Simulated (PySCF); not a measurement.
Cl$_{3}$Se, charge +1, singlet, geometry from GFN2-xTB. Base run: BLYP/6-31G in PySCF.

The PySCF input:
```python
from pyscf import gto, scf, dft

mol = gto.Mole()
mol.atom = '''
    Se   -0.171048    0.207352    0.487115
    Cl   -1.497105   -1.145492   -0.461723
    Cl    0.200067    1.623498   -1.044456
    Cl    1.639134   -0.892711    0.531949
'''
mol.basis = '6-31g'
mol.charge = 1
mol.spin = 0
mol.verbose = 4
mol.build()

mf = dft.RKS(mol)
mf.xc = 'blyp'
mf.kernel()
```

Each row names what was changed in the base input (with any setting that the change needs).

```
change                                           ΔE vs base (mEh)  fitting functions
-----------------------------------------------  ----------------  -----------------
base                                                        0.000                  -
auxbasis = default (with mf = mf.density_fit())            -0.199                507
auxbasis = even-tempered beta=3.0                         -13.716                424
auxbasis = even-tempered beta=2.0                          -0.302                643
auxbasis = def2-universal-jfit                             -0.278                211
auxbasis = def2-tzvp-ri                                   -9082.4                498
auxbasis = even-tempered beta=1.6                          -0.153                941
auxbasis = autoaux                                         -0.393                610
auxbasis = def2-svp-ri                                   -11539.5                313
auxbasis = def2-universal-jkfit                            -0.059                650
```

A fitting set is made for a task (jfit for Coulomb, jkfit for Coulomb and exchange, ri for correlation) and for a family of orbital bases.
